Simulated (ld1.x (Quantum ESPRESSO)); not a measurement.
# chromium (Cr) PAW: all-electron and pseudo phase curves

* Element: chromium
* Generator: ld1.x (Quantum ESPRESSO) 7.5
* Type: PAW
* Functional: PBE
* Relativity: scalar-relativistic
* Frozen core: [Ne]
* Valence charge: 14
* Reference configuration: 3s2 3p6 3d5 4s1 4p0
* Partial waves: 3s (bound): rcut 1.20, rcutus 1.55 bohr; 4s (bound): rcut 1.20, rcutus 1.55 bohr; 3p (bound): rcut 1.35, rcutus 1.70 bohr; 4p (bound, empty): rcut 1.35, rcutus 1.70 bohr; 3d (bound): rcut 2.05, rcutus 2.40 bohr; 3d channel at 0.1 Ry: rcut 2.05, rcutus 2.40 bohr
* Local potential: all-electron potential smoothed inside 1.80 bohr (lloc = -2)
* Core correction: Bessel-smoothed model core inside 1.20 bohr
* Augmentation charge: BESSEL, radius 1.15 bohr

The phase is arctan(r·u′/u) with u = r·R(r), unwrapped; energies in Ry, scanned from -7 to 5 Ry. A pole is an energy at which the radial function vanishes at the test radius. The pseudo phase is shifted by a multiple of π to meet the all-electron one at the reference energy, and phase errors are pseudo minus all-electron; the curves can meet again beyond the range given. Levels narrower than the energy grid can be missing from the lists of poles.

```tsv
channel	radius (bohr)	reference energy (Ry)	poles, all-electron	poles, pseudo	unbroken range about the reference energy with phases within 0.05 rad	phase error 1 Ry above the reference energy (rad)
s	2.59	-0.29	-5.42, 2.11	-5.42, 2.11	the whole range	-0.000
p	2.59	-0.07	-3.31, 3.08	-3.31, 3.07	the whole range	-0.000
d	2.59	-0.21	0.02, 4.65	0.02	below 1.8	+0.001
```

Phases in the s channel:

```json
{"E (Ry)": "-7.00", "all-electron": "1.414", "pseudo": "1.414"}
{"E (Ry)": "-6.74", "all-electron": "1.410", "pseudo": "1.410"}
{"E (Ry)": "-6.48", "all-electron": "1.406", "pseudo": "1.406"}
{"E (Ry)": "-6.22", "all-electron": "1.401", "pseudo": "1.401"}
{"E (Ry)": "-5.96", "all-electron": "1.394", "pseudo": "1.394"}
{"E (Ry)": "-5.70", "all-electron": "1.381", "pseudo": "1.381"}
{"E (Ry)": "-5.44", "all-electron": "-1.334", "pseudo": "-1.334"}
{"E (Ry)": "-5.18", "all-electron": "-1.740", "pseudo": "-1.740"}
{"E (Ry)": "-4.92", "all-electron": "-1.753", "pseudo": "-1.753"}
{"E (Ry)": "-4.66", "all-electron": "-1.761", "pseudo": "-1.761"}
{"E (Ry)": "-4.40", "all-electron": "-1.770", "pseudo": "-1.770"}
{"E (Ry)": "-4.14", "all-electron": "-1.778", "pseudo": "-1.778"}
{"E (Ry)": "-3.88", "all-electron": "-1.787", "pseudo": "-1.787"}
{"E (Ry)": "-3.62", "all-electron": "-1.797", "pseudo": "-1.797"}
{"E (Ry)": "-3.36", "all-electron": "-1.809", "pseudo": "-1.809"}
{"E (Ry)": "-3.10", "all-electron": "-1.822", "pseudo": "-1.822"}
{"E (Ry)": "-2.84", "all-electron": "-1.837", "pseudo": "-1.837"}
{"E (Ry)": "-2.58", "all-electron": "-1.855", "pseudo": "-1.855"}
{"E (Ry)": "-2.32", "all-electron": "-1.877", "pseudo": "-1.877"}
{"E (Ry)": "-2.06", "all-electron": "-1.904", "pseudo": "-1.904"}
{"E (Ry)": "-1.80", "all-electron": "-1.939", "pseudo": "-1.939"}
{"E (Ry)": "-1.54", "all-electron": "-1.985", "pseudo": "-1.985"}
{"E (Ry)": "-1.28", "all-electron": "-2.049", "pseudo": "-2.049"}
{"E (Ry)": "-1.02", "all-electron": "-2.144", "pseudo": "-2.144"}
{"E (Ry)": "-0.76", "all-electron": "-2.297", "pseudo": "-2.297"}
{"E (Ry)": "-0.50", "all-electron": "-2.569", "pseudo": "-2.569"}
{"E (Ry)": "-0.24", "all-electron": "-3.051", "pseudo": "-3.051"}
{"E (Ry)": "0.02", "all-electron": "-3.655", "pseudo": "-3.655"}
{"E (Ry)": "0.28", "all-electron": "-4.078", "pseudo": "-4.078"}
{"E (Ry)": "0.54", "all-electron": "-4.312", "pseudo": "-4.312"}
{"E (Ry)": "0.80", "all-electron": "-4.449", "pseudo": "-4.449"}
{"E (Ry)": "1.06", "all-electron": "-4.536", "pseudo": "-4.536"}
{"E (Ry)": "1.32", "all-electron": "-4.597", "pseudo": "-4.598"}
{"E (Ry)": "1.58", "all-electron": "-4.643", "pseudo": "-4.644"}
{"E (Ry)": "1.84", "all-electron": "-4.680", "pseudo": "-4.680"}
{"E (Ry)": "2.10", "all-electron": "-4.711", "pseudo": "-4.711"}
{"E (Ry)": "2.36", "all-electron": "-4.738", "pseudo": "-4.738"}
{"E (Ry)": "2.62", "all-electron": "-4.763", "pseudo": "-4.763"}
{"E (Ry)": "2.88", "all-electron": "-4.786", "pseudo": "-4.787"}
{"E (Ry)": "3.14", "all-electron": "-4.810", "pseudo": "-4.810"}
{"E (Ry)": "3.40", "all-electron": "-4.834", "pseudo": "-4.835"}
{"E (Ry)": "3.66", "all-electron": "-4.860", "pseudo": "-4.861"}
{"E (Ry)": "3.92", "all-electron": "-4.889", "pseudo": "-4.891"}
{"E (Ry)": "4.18", "all-electron": "-4.924", "pseudo": "-4.926"}
{"E (Ry)": "4.44", "all-electron": "-4.966", "pseudo": "-4.970"}
{"E (Ry)": "4.70", "all-electron": "-5.022", "pseudo": "-5.027"}
{"E (Ry)": "4.96", "all-electron": "-5.099", "pseudo": "-5.108"}
```
